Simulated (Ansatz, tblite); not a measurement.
Removing and adding an electron: Sn21H32, a nanocrystal cut from cubic tin. Total charge 0; singlet. Geometry: PBE-D4/def2-SVP. Ansatz, gas phase; energy differences of separate SCF runs; the oxidised species was run as a doublet alone; the reduced species was run as a doublet alone.

```xyz
53

Sn    1.974   -1.395   -5.240
Sn   -5.285   -1.001   -1.879
Sn   -3.396   -2.477    2.186
Sn   -0.664   -1.984   -1.499
Sn    0.512    2.246   -2.887
Sn   -2.155    1.703    0.817
Sn    2.301    0.563    1.009
Sn    4.952    1.163   -2.720
Sn   -0.400    0.096    4.722
Sn    1.021    4.415    3.454
Sn   -2.914   -1.766   -3.190
Sn    1.396   -3.098   -3.076
Sn    2.666    1.191   -4.364
Sn   -1.319   -3.647    0.683
Sn   -5.685   -2.391    0.537
Sn   -2.687    0.104    3.072
Sn    4.548   -0.392   -0.410
Sn    1.840   -0.933    3.356
Sn    0.008    0.619   -0.637
Sn    2.900    3.226    1.727
Sn    0.252    2.711    5.559
H     3.234   -2.058   -6.236
H     0.551   -1.276   -6.229
H    -6.645   -1.294   -2.923
H    -5.242    0.703   -1.558
H    -3.744   -3.475    3.574
H    -0.921    2.327   -3.868
H     0.868    3.863   -2.358
H    -3.554    1.797   -0.208
H    -1.770    3.327    1.301
H     6.338    0.608   -3.610
H     5.288    2.793   -2.220
H    -0.723   -0.880    6.131
H    -0.385    4.875    2.549
H     1.697    5.869    4.131
H    -3.188   -3.305   -3.955
H    -2.557   -0.637   -4.465
H     0.857   -4.639   -3.676
H     2.821   -3.381   -2.127
H     2.984    2.193   -5.756
H    -1.858   -5.182    0.066
H     0.088   -3.946    1.656
H    -6.139   -4.024    0.153
H    -7.021   -1.690    1.399
H    -4.024    0.774    3.971
H     4.353   -2.064   -0.829
H     5.942   -0.275    0.623
H     1.640   -2.614    2.970
H     3.240   -0.800    4.380
H     3.054    4.181    0.281
H     4.455    3.257    2.508
H    -1.080    3.416    6.423
H     1.576    2.605    6.681
```

In the def2 sets Sn takes a core potential; there is no spin–orbit coupling. The xTB rows come from tblite. Single mean-field runs in def2-TZVP are fitted with def2-universal-jkfit. HOMO above LUMO, or a gap near zero within one spin, warns that the state may not be the lowest or that an electron is smeared out.

```csv
level,−HOMO (eV),vertical IE (eV),−LUMO (eV),vertical EA (eV),HOMO–LUMO gap (eV),IE − EA (eV),remarks
GFN1-xTB,10.52,11.73,8.85,7.68,1.66,4.05,–
GFN2-xTB,10.83,11.98,9.73,8.62,1.11,3.36,–
PBE-D4/def2-TZVP,5.84,7.14,2.97,1.87,2.87,5.26,gap within one spin near zero (+1 doublet)
PBE0-D4/def2-TZVP,6.62,7.51,2.24,1.51,4.38,6.00,–
BHLYP-D4/def2-TZVP,7.30,7.73,1.46,1.20,5.83,6.53,–
```

   Raw xTB energy differences between charge states are shifted by several eV; the methods need an empirical correction for them. Sets without diffuse functions give affinities that are too small.
